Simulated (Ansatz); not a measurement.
Basis-set extrapolation for `CC1=CC(C)=[O+][Al-]([OH])([OH])[O]1` (PBE0-D4/def2-TZVP geometry, frozen core, the Gaussian-basis code of Ansatz). Multiplicity 1, RHF reference.

|  | def2-TZVPP | def2-QZVPP |
| --- | --- | --- |
| HF | -736.411551 | -736.442564 |
| MP2 correlation | -1.824695 | -1.960169 |
| CCSD(T) correlation | -1.941660 | not run |

Energies in hartree. Use E(X) = E(∞) + A·exp(−7.88·√X) for Hartree–Fock and E(X) = E(∞) + B·X^(−2.97) for correlation, with X = 3 and 4, and add CCSD(T) minus MP2 of the smaller set to the MP2 limit.

Task: What is the CCSD(T) energy at the basis-set limit?

Result: HF limit: -736.442564 + (-0.031013) × 0.13774 = -736.44684. MP2 limit: -1.960169 + (-0.135474) × 0.74074 = -2.06052. Higher-order term: -1.941660 − (-1.824695) = -0.11696. Total: -738.62432 hartree, 170.1 kcal/mol below CCSD(T)/def2-TZVPP.
